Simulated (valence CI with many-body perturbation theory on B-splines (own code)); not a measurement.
# Cs XXXIV in brief

Method: valence CI with perturbative core correlation (CI+MBPT): four valence electrons over a frozen Dirac-Fock core [Ar], radial functions for each j: 7 s, 7 p, 8 d, 6 f, 4 g, 1 h, with the one-electron correlation potential Σ1 (screened to all orders), the two-electron term Σ2, the three-electron term Σ3, Breit, model QED; selected single and double excitations, second order for the rest, scaled by the run's own slope (own B-spline code, finite nucleus).

No measured spectrum was set against this ion. As an estimate, large intervals hold to a few tenths of a per cent, small ones and those within an open d or f shell to about a per cent. Only levels of the ground parity were solved; by the run's estimate the other parity begins above the list, which can be wrong where configurations are misplaced.

Levels are named by their leading jj configuration (3d3/2^4 stands for four electrons in 3d with j = 3/2), which in mixed levels can hold well under half, so a name can repeat and another be missing.

Rates and lifetimes use the calculated energies. Strong lines usually hold to 10 to 20 %, long lifetimes can be off by a factor of two.

Task: What is the ground level?

Result: (3d3/2^4) J=0, composition 52 % 3d4 3P + 40 % 3d4 5D + 9 % 3d4 1S.

Task: What is the ionisation energy?

Result: 2138.1 eV; NIST lists 2137 ± 5 eV (theoretical).

Task: How well does LS coupling describe the low levels?

Result: Among the lowest 20 levels the leading LS term, summed over configurations, holds 54 % on average. For single configurations the figures are 54 % in LS and 84 % in jj coupling. Terms mix most in the J = 4 level at 19.71 eV, where the leading one holds 32 %.
